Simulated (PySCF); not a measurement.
CH$_{3}$Cl, charge +1, doublet, geometry from GFN2-xTB (a state made from the parent by changing its charge; the spin is typed, not shown lowest); MP2/6-311G** (PySCF).

Input for PySCF:
```python
from pyscf import gto, scf, mp

mol = gto.Mole()
mol.atom = '''
    C    -1.082671   -0.021148   -0.031958
    Cl    0.640655    0.012514    0.018911
    H    -1.428599   -0.674423   -0.850335
    H    -1.486111   -0.405169    0.919851
    H    -1.480403    0.993740   -0.199249
'''
mol.basis = '6-311g**'
mol.charge = 1
mol.spin = 1
mol.verbose = 4
mol.build()

mf = scf.UHF(mol)
mf.kernel()

pt = mp.MP2(mf)
pt.kernel()
print('E(MP2) = %.10f' % pt.e_tot)
```

The log (banner, timings and long lists left out):

```
PySCF version 2.14.0

[INPUT] verbose = 4
[INPUT] num. atoms = 5
[INPUT] num. electrons = 25
[INPUT] charge = 1
[INPUT] spin (= nelec alpha-beta = 2S) = 1
[INPUT] symmetry False subgroup None
[INPUT] Mole.unit = angstrom
[INPUT] Symbol           X                Y                Z      unit          X                Y                Z       unit  Magmom
[INPUT]  1 C     -1.082671000000  -0.021148000000  -0.031958000000 AA   -2.045951673009  -0.039963928082  -0.060391867489 Bohr   0.0
[INPUT]  2 Cl     0.640655000000   0.012514000000   0.018911000000 AA    1.210662490333   0.023648032723   0.035736610742 Bohr   0.0
[INPUT]  3 H     -1.428599000000  -0.674423000000  -0.850335000000 AA   -2.699660851828  -1.274474762108  -1.606900264132 Bohr   0.0
[INPUT]  4 H     -1.486111000000  -0.405169000000   0.919851000000 AA   -2.808342780704  -0.765658444164   1.738266465407 Bohr   0.0
[INPUT]  5 H     -1.480403000000   0.993740000000  -0.199249000000 AA   -2.797556223984   1.877896439025  -0.376526040593 Bohr   0.0

nuclear repulsion = 52.3227208302594
number of shells = 32
number of NR pGTOs = 103
number of NR cGTOs = 62
basis = 6-311g**
ecp = {}

******** <class 'pyscf.scf.uhf.UHF'> ********
method = UHF
initial guess = minao
damping factor = 0
level_shift factor = 0
DIIS = <class 'pyscf.scf.diis.CDIIS'>
diis_start_cycle = 1
diis_space = 8
diis_damp = 0
SCF conv_tol = 1e-09
SCF conv_tol_grad = None
SCF max_cycles = 50
direct_scf = True
direct_scf_tol = 1e-13
number electrons alpha = 13  beta = 12
Set gradient conv threshold to 3.16228e-05
init E= -499.185611815673

cycle= 1 E= -498.624938890166  delta_E= 0.561  |g|= 0.353  |ddm|= 1.12
cycle= 2 E= -498.708157974989  delta_E= -0.0832  |g|= 0.212  |ddm|= 0.433
cycle= 3 E= -498.732260160889  delta_E= -0.0241  |g|= 0.0544  |ddm|= 0.153
cycle= 4 E= -498.73989490182  delta_E= -0.00763  |g|= 0.0355  |ddm|= 0.0888
cycle= 5 E= -498.743436351363  delta_E= -0.00354  |g|= 0.0185  |ddm|= 0.0647
cycle= 6 E= -498.744721989387  delta_E= -0.00129  |g|= 0.00524  |ddm|= 0.0515
cycle= 7 E= -498.744789173118  delta_E= -6.72e-05  |g|= 0.0017  |ddm|= 0.0123
cycle= 8 E= -498.744794335191  delta_E= -5.16e-06  |g|= 0.000725  |ddm|= 0.0044
cycle= 9 E= -498.744795165649  delta_E= -8.3e-07  |g|= 0.00031  |ddm|= 0.00139
cycle= 10 E= -498.744795376847  delta_E= -2.11e-07  |g|= 9.03e-05  |ddm|= 0.000856
cycle= 11 E= -498.744795395142  delta_E= -1.83e-08  |g|= 3.75e-05  |ddm|= 0.000199
cycle= 12 E= -498.744795399253  delta_E= -4.11e-09  |g|= 2.05e-05  |ddm|= 8.8e-05
cycle= 13 E= -498.744795401008  delta_E= -1.75e-09  |g|= 9.34e-06  |ddm|= 6.97e-05
cycle= 14 E= -498.744795401434  delta_E= -4.26e-10  |g|= 4e-06  |ddm|= 3.98e-05
Extra cycle  E= -498.744795401467  delta_E= -3.26e-11  |g|= 2.94e-06  |ddm|= 5.33e-06
converged SCF energy = -498.744795401467  <S^2> = 0.7587286  2S+1 = 2.0087096

******** <class 'pyscf.mp.ump2.UMP2'> ********
nocc = (np.int64(13), np.int64(12)), nmo = (62, 62)
E(UMP2) = -499.082152960138  E_corr = -0.337357558671066
E(SCS-UMP2) = -499.08542103852  E_corr = -0.340625637053064
E_corr(same-spin) = -0.0740808846371715
E_corr(oppo-spin) = -0.263276674033895
E(MP2) = -499.0821529601
```
